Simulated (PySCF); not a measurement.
ZrF3, SMILES [F][Zr]([F])[F] (connectivity only; charge and spin as stated), neutral, multiplicity 2.

Coordinates come from a B3LYP-D3(BJ)/def2-TZVP optimisation. The multiplicity is an assumed one; other spin states were not compared. The isomer is the one that the SMILES or the coordinates give; other isomers of the formula were not compared. The def2 effective core potentials stand for the cores of Zr; spin–orbit coupling is left out.

Calculation: B3LYP-D3(BJ)/def2-TZVP (PySCF).

Frequencies are harmonic and unscaled.

Modes within 1.5 cm⁻¹ of each other (mostly degenerate sets) share a row, with their intensities summed.

```
mode  ν (cm⁻¹)  IR (km/mol)  moving atoms (share of kinetic energy)
----  --------  -----------  --------------------------------------
1           68         13.3                         F 62 %, Zr 38 %
2–3        156         22.1                         F 87 %, Zr 13 %
4          629          0.0                                 F 100 %
5–6        666        409.3                         F 74 %, Zr 26 %
```
